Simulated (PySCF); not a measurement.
# Bond lengths and vibrations by method: AlBH2N

These are calculations, not measurements. The program is PySCF 2.14.0, an open-source quantum chemistry code, run on an isolated molecule that a program drew, which may never have been made. The molecule is AlBH2N (charge 0, doublet), drawn as the SMILES string `B=[N][AlH]`.

The geometry was optimised and harmonic frequencies were computed with HF and MP2, all in the cc-pV(D+d)Z basis, for the commonest isotopes, with a restricted reference for singlets and an unrestricted one otherwise, and a frozen core in MP2. Each result is a local minimum of its method.

Geometry at the HF minimum:
```xyz
5
AlBH2N, angstrom
B    -2.5761   -0.4611    1.7415
N    -2.1902   -0.4807    0.5548
Al   -1.7383   -0.4387   -1.1639
H    -2.9337   -0.4466    2.8584
H    -0.4335   -1.2335   -1.6168
```

Lengths of the bonds as drawn, in Å (atoms numbered as above):
| bond | HF | MP2 |
|---|---|---|
| B1-N2 | 1.248 | 1.276 |
| N2-Al3 | 1.778 | 1.804 |
| B1-H4 | 1.173 | 1.181 |
| Al3-H5 | 1.594 | 1.592 |

Rotational constants, in GHz:
```
constant     HF    MP2
       A  276.7  273.2
       B  5.432   5.26
       C  5.327  5.161
```

Harmonic frequencies in cm^-1, each column in rising order, so a row needn't be the same motion in every method:
| rank | HF | MP2 |
|---|---|---|
| 1 | 155 | 131 |
| 2 | 161 | 144 |
| 3 | 647 | 608 |
| 4 | 693 | 650 |
| 5 | 823 | 715 |
| 6 | 837 | 735 |
| 7 | 1898 | ? |
| 8 | 1939 | 1895 |
| 9 | 2978 | 2896 |

**Estimate the missing MP2 frequency from the HF column.**

A single factor s that minimises the squared misfit of MP2 against s times HF over the other rows is sum(HF x MP2) / sum(HF^2) = 0.9622, with an rms misfit of 41 cm^-1. For rank 7 it gives 0.9622 x 1898 = 1826 cm^-1. The calculation gives 1789 cm^-1, 37 cm^-1 below the estimate. The drawn bonds are on average 1.1 % longer in MP2 than in HF.
